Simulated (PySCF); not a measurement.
Cl$_{3}$Hf, doublet (typed; the unrestricted solution is spin-contaminated), at a GFN2-xTB geometry (such geometries of metal compounds can be far from the true shape) (the multiplicity is a formal guess) (core potentials on Hf), with bond 3-1 at 3.0 times its length; PySCF with B3LYP/def2-SV(P).

Here is a job for PySCF.
```python
from pyscf import gto, scf, dft

mol = gto.M(
    atom='''
Hf    0.010519    0.029146    0.019842
Cl    2.090261   -0.419428   -0.588395
Cl   -2.600005   -2.979970    5.330103
Cl   -1.275159    1.269880   -1.285572
''',
    basis='def2-sv(p)',
    ecp={'Hf': 'def2-sv(p)'},
    charge=0,
    spin=1,
    verbose=4,
)

mf = dft.UKS(mol)
mf.xc = 'b3lyp'
mf.kernel()
mo_i, mo_e, stable_i, stable_e = mf.stability(internal=True, external=False, return_status=True, nroots=6, tol=1e-6)
print('internally stable:', stable_i, ' externally stable:', stable_e)
if not stable_i:
    umf = mf.copy()
    umf.scf_summary = {}
    umf.kernel(umf.make_rdm1(mo_i, mf.mo_occ))
```

The log (banner, timings and long lists left out):

```
PySCF version 2.14.0

[INPUT] verbose = 4
[INPUT] num. atoms = 4
[INPUT] num. electrons = 63
[INPUT] charge = 0
[INPUT] spin (= nelec alpha-beta = 2S) = 1
[INPUT] symmetry False subgroup None
[INPUT] Mole.unit = angstrom
[INPUT] Symbol           X                Y                Z      unit          X                Y                Z       unit  Magmom
[...]
nuclear repulsion = 192.124512174168
number of shells = 35
number of NR pGTOs = 158
number of NR cGTOs = 79
basis = def2-sv(p)
ecp = {'Hf': 'def2-sv(p)'}

******** <class 'pyscf.dft.uks.UKS'> ********
method = UKS
initial guess = minao
damping factor = 0
level_shift factor = 0
DIIS = <class 'pyscf.scf.diis.CDIIS'>
diis_start_cycle = 1
diis_space = 8
diis_damp = 0
SCF conv_tol = 1e-09
SCF conv_tol_grad = None
SCF max_cycles = 50
direct_scf = True
direct_scf_tol = 1e-13
number electrons alpha = 32  beta = 31
XC library pyscf.dft.libxc version 7.1.2
    S. Lehtola, C. Steigemann, M. J. T. Oliveira, and M. A. L. Marques,  SoftwareX 7, 1–5 (2018)
XC functionals = b3lyp
    P. J. Stephens, F. J. Devlin, C. F. Chabalowski, and M. J. Frisch,  J. Phys. Chem. 98, 11623 (1994)
radial grids:
    Treutler-Ahlrichs [JCP 102, 346 (1995); DOI:10.1063/1.469408] (M4) radial grids

becke partition: Becke, JCP 88, 2547 (1988); DOI:10.1063/1.454033
pruning grids: <function nwchem_prune>
grids dens level: 3
symmetrized grids: False
atomic radii adjust function: <function treutler_atomic_radii_adjust>
small_rho_cutoff = 0
Set gradient conv threshold to 3.16228e-05
tot grids = 80432
init E= -1415.76595430819

cycle= 1 E= -1428.04829475901  delta_E= -12.3  |g|= 0.424  |ddm|= 5.21
cycle= 2 E= -1419.23446660021  delta_E= 8.81  |g|= 1.49  |ddm|= 3.26
cycle= 3 E= -1419.78926210628  delta_E= -0.555  |g|= 1.34  |ddm|= 0.63
cycle= 4 E= -1428.05662600531  delta_E= -8.27  |g|= 0.34  |ddm|= 3.02
cycle= 5 E= -1418.60488628375  delta_E= 9.45  |g|= 1.76  |ddm|= 3.14
cycle= 6 E= -1418.6074587079  delta_E= -0.00257  |g|= 1.74  |ddm|= 0.0576

cycle= 7 E= -1421.86103038367  delta_E= -3.25  |g|= 1.51  |ddm|= 1.32
cycle= 8 E= -1421.87603874139  delta_E= -0.015  |g|= 1.49  |ddm|= 0.0435
cycle= 9 E= -1421.87745274136  delta_E= -0.00141  |g|= 1.48  |ddm|= 0.00926
cycle= 10 E= -1428.20007254705  delta_E= -6.32  |g|= 0.217  |ddm|= 2.39
cycle= 11 E= -1428.22085363052  delta_E= -0.0208  |g|= 0.124  |ddm|= 0.26
cycle= 12 E= -1428.22412979612  delta_E= -0.00328  |g|= 0.104  |ddm|= 0.0628
[...]
cycle= 25 E= -1428.23951181873  delta_E= -1.35e-06  |g|= 0.000216  |ddm|= 0.00636
cycle= 26 E= -1428.23951211612  delta_E= -2.97e-07  |g|= 0.000308  |ddm|= 0.0043
cycle= 27 E= -1428.2395123876  delta_E= -2.71e-07  |g|= 8.53e-05  |ddm|= 0.00196
cycle= 28 E= -1428.23951254123  delta_E= -1.54e-07  |g|= 8.46e-05  |ddm|= 0.00137
cycle= 29 E= -1428.2395129892  delta_E= -4.48e-07  |g|= 8.4e-05  |ddm|= 0.00404
cycle= 30 E= -1428.23951519472  delta_E= -2.21e-06  |g|= 9.41e-05  |ddm|= 0.0215
cycle= 31 E= -1428.23951849667  delta_E= -3.3e-06  |g|= 0.000491  |ddm|= 0.0452
cycle= 32 E= -1428.23951788994  delta_E= 6.07e-07  |g|= 0.000263  |ddm|= 0.0124
cycle= 33 E= -1428.23951896165  delta_E= -1.07e-06  |g|= 0.000853  |ddm|= 0.0347
cycle= 34 E= -1428.23951798702  delta_E= 9.75e-07  |g|= 0.00116  |ddm|= 0.00227
cycle= 35 E= -1428.2395183203  delta_E= -3.33e-07  |g|= 0.00107  |ddm|= 0.000492
cycle= 36 E= -1428.23952088171  delta_E= -2.56e-06  |g|= 0.000527  |ddm|= 0.0268
cycle= 37 E= -1428.23952149377  delta_E= -6.12e-07  |g|= 0.000509  |ddm|= 0.0259
cycle= 38 E= -1428.23952185874  delta_E= -3.65e-07  |g|= 0.000121  |ddm|= 0.00457
cycle= 39 E= -1428.23952192353  delta_E= -6.48e-08  |g|= 0.000114  |ddm|= 0.00548
cycle= 40 E= -1428.23952195579  delta_E= -3.23e-08  |g|= 7.84e-05  |ddm|= 0.00234
cycle= 41 E= -1428.23952197918  delta_E= -2.34e-08  |g|= 4.58e-05  |ddm|= 0.00123
cycle= 42 E= -1428.23952199258  delta_E= -1.34e-08  |g|= 2.01e-05  |ddm|= 0.00112
cycle= 43 E= -1428.23952201969  delta_E= -2.71e-08  |g|= 1.96e-05  |ddm|= 0.00116
cycle= 44 E= -1428.23952222818  delta_E= -2.08e-07  |g|= 5.49e-05  |ddm|= 0.0103
cycle= 45 E= -1428.23952235252  delta_E= -1.24e-07  |g|= 4.57e-05  |ddm|= 0.00756
cycle= 46 E= -1428.23952226631  delta_E= 8.62e-08  |g|= 3.4e-05  |ddm|= 0.00552
cycle= 47 E= -1428.23952242618  delta_E= -1.6e-07  |g|= 8.1e-05  |ddm|= 0.0119
cycle= 48 E= -1428.23952242258  delta_E= 3.6e-09  |g|= 6.99e-05  |ddm|= 0.00132
cycle= 49 E= -1428.23952242954  delta_E= -6.96e-09  |g|= 9.22e-05  |ddm|= 0.00228
cycle= 50 E= -1428.23952242335  delta_E= 6.19e-09  |g|= 0.000113  |ddm|= 0.00338
SCF not converged.
SCF energy = -1428.23952242335 after 50 cycles  <S^2> = 1.0243705  2S+1 = 2.2577604
uhf_internal: lowest eigs of H = [0.00069751 0.00075878 0.00200697 0.04338979 0.09936811 0.1300839 ]
<class 'pyscf.dft.uks.UKS'> wavefunction is stable in the internal stability analysis
internally stable: True  externally stable: None
```

Convergence was not reached.
